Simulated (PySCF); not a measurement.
C6H4Cl, SMILES c1cc(c[c]c1)Cl, multiplicity 2.

Coordinates come from a B3LYP-D3(BJ)/def2-SVP optimisation. The isomer is the one that the SMILES or the coordinates give; other isomers of the formula were not compared.

Level of theory: TDA-CAM-B3LYP/def2-SVPD (PySCF).

Vertical excitations. The molecule is in vacuum.

Problem. List the lowest excited states. (The exact figures need the calculation; the answer reports its results.)

Solution. 
```tsv
state	energy (eV)	λ (nm)	f	main pairs
root 1	3.06	405	0.001	β HOMO→LUMO 50 %, β HOMO−1→LUMO 39 %
root 2	3.52	352	0.000	β HOMO−1→LUMO 55 %, β HOMO→LUMO 43 %
root 3	4.00	310	0.000	α HOMO→LUMO 29 %, α HOMO−2→LUMO+1 8 %, α HOMO→LUMO+1 5 %, β HOMO→LUMO+1 25 %, β HOMO−1→LUMO+1 8 %, β HOMO→LUMO+2 6 %, β HOMO−1→LUMO+2 6 %
root 4	4.72	263	0.000	α HOMO−2→LUMO 21 %, α HOMO−2→LUMO+1 12 %, α HOMO→LUMO 6 %, β HOMO−1→LUMO+1 27 %, β HOMO→LUMO+1 19 %, β HOMO−1→LUMO+2 8 %
root 5	4.78	259	0.000	α HOMO→LUMO+1 30 %, α HOMO→LUMO 10 %, α HOMO−2→LUMO+1 10 %, β HOMO→LUMO+2 25 %, β HOMO−1→LUMO+1 8 %, β HOMO−1→LUMO+2 6 %, β HOMO→LUMO+1 5 %
root 6	5.06	245	0.003	α HOMO−1→LUMO 50 %, α HOMO−1→LUMO+1 47 %
root 7	5.12	242	0.002	α HOMO−1→LUMO 49 %, α HOMO−1→LUMO+1 47 %
root 8	5.22	237	0.001	α HOMO−2→LUMO+1 24 %, α HOMO→LUMO+1 23 %, α HOMO−2→LUMO 18 %, β HOMO−1→LUMO+2 18 %, β HOMO−1→LUMO+1 9 %
root 9	5.47	227	0.007	α HOMO−2→LUMO 18 %, α HOMO→LUMO 10 %, α HOMO→LUMO+1 7 %, β HOMO→LUMO+2 25 %, β HOMO−1→LUMO+2 16 %, β HOMO→LUMO+1 12 %, β HOMO−1→LUMO+1 10 %
root 10	6.14	202	0.000	α HOMO→LUMO+2 15 %, α HOMO→LUMO+3 5 %, β HOMO−3→LUMO 28 %, β HOMO→LUMO+3 16 %, β HOMO→LUMO+4 7 %
```
Unrestricted roots are not spin-pure.
